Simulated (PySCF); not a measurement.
Bonds (- single, = double, # triple, : aromatic): C1-O2, O2-Si3, Si3-C4, Si3-C5, C5-C6, C5=C7, C7-F8, C7-F9. C1 carries H10, H11, H12; Si3 carries H13; C4 carries H14, H15, H16; C6 carries H17, H18, H19. Stereochemistry as in CO[Si@H](C)C(C)=C(F)F.

- shielding tensors at PBE0/pcSseg-1 (GIAO)
- coordinates at the GFN2-xTB level
- program: PySCF 2.14
- no solvent model, no relativistic terms, rapidly exchanging positions averaged, one computed conformer

δ = σ(ref) − σ, references computed at the same level: ¹³C and ¹H and ²⁹Si against TMS; H2O for ¹⁷O; CFCl3 for ¹⁹F.

| atoms | nucleus | count | Hirshfeld charge | δ (ppm) |
| --- | --- | --- | --- | --- |
| H17/H18/H19 | ¹H | 3 | 0.04 | 1.82 |
| C5 | ¹³C | 1 | -0.14 | ? |
| Si3 | ²⁹Si | 1 | 0.41 | -11.3 |
| C4 | ¹³C | 1 | -0.22 | ? |
| F8 | ¹⁹F | 1 | -0.07 | -82.6 |
| O2 | ¹⁷O | 1 | -0.22 | 6.8 |
| C1 | ¹³C | 1 | -0.03 | 53.1 |
| F9 | ¹⁹F | 1 | -0.07 | -74.8 |
| C6 | ¹³C | 1 | -0.12 | ? |
| H13 | ¹H | 1 | -0.09 | 5.34 |
| H10/H11/H12 | ¹H | 3 | 0.04 | ? |
| H14/H15/H16 | ¹H | 3 | 0.04 | 0.27 |
| C7 | ¹³C | 1 | 0.16 | 167.7 |

Q: Complete the table.

A: 
- C5: 83.9 ppm, fully substituted alkene carbon
- C6: 11.8 ppm, allylic methyl carbon; a saturated carbon with 1 carbon neighbour and no heteroatom attached
- C4: -1.7 ppm, methyl carbon bonded to Si; an electropositive neighbour leaves it electron-rich and shielded
- H10/H11/H12: 3.83 ppm, hydrogen on a methyl carbon bonded to O; its carbon carries O, an electronegative neighbour

Shifts are as computed. Against solution values, carbons near 30 ppm lie about +3 ppm off and those near 130 ppm about +5 ppm. Of 1211 compounds with measured shifts, 218 miss one by over three times the rms of a fit or turn the order of signals round; such compounds aren't used in these exercises. Unscaled 19F shifts against computed CFCl3 carry errors that often reach 10 to 50 ppm. Experimental scales use liquid or dissolved standards, which lie at an offset from isolated H2O (liquid H2O: subtract about 36 ppm).
